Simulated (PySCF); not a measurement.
Pt(Cl)2(CO)2 (C₂Cl₂O₂Pt), SMILES [O+]#[C-]->[Pt]([Cl])([Cl])<-[C-]#[O+], multiplicity 1.

Geometry optimised at PBE0-D3(BJ)/def2-SVP. The multiplicity is an assumed one; other spin states were not compared. The isomer is the one that the SMILES or the coordinates give; other isomers of the formula were not compared. The def2 effective core potentials stand for the cores of Pt; spin–orbit coupling is left out.

Calculation: PySCF with PBE0-D3(BJ)/def2-SVP.

Frequencies are harmonic and unscaled.

| mode | ν (cm⁻¹) | IR (km/mol) | Raman (Å⁴/amu) | depolarisation | moving atoms (share of kinetic energy) |
|---|---|---|---|---|---|
| 1 | 55 | 1.3 | 0.0 | – | O 70 %, Cl 17 %, C 9 % |
| 2 | 72 | 0.0 | 5.4 | 0.75 | Cl 50 %, O 45 % |
| 3 | 74 | 0.9 | 0.0 | – | O 79 %, Pt 12 % |
| 4 | 99 | 0.6 | 0.0 | – | Cl 78 %, Pt 19 % |
| 5 | 105 | 2.0 | 0.0 | – | Cl 61 %, Pt 32 % |
| 6 | 334 | 57.8 | 0.0 | – | O 46 %, C 34 %, Pt 20 % |
| 7 | 345 | 0.0 | 30.2 | 0.28 | Cl 100 % |
| 8 | 357 | 0.0 | 0.2 | 0.75 | C 77 %, O 23 % |
| 9 | 357 | 43.3 | 0.0 | – | Cl 75 %, Pt 25 % |
| 10 | 436 | 0.0 | 0.4 | 0.75 | C 83 %, O 17 % |
| 11 | 477 | 0.0 | 6.1 | 0.10 | O 61 %, C 39 % |
| 12 | 519 | 17.3 | 0.0 | – | C 84 %, O 12 % |
| 13 | 565 | 69.2 | 0.0 | – | C 86 %, O 11 % |
| 14 | 2258 | 1027.7 | 0.0 | – | C 57 %, O 43 % |
| 15 | 2327 | 0.0 | 179.9 | 0.29 | C 61 %, O 39 % |
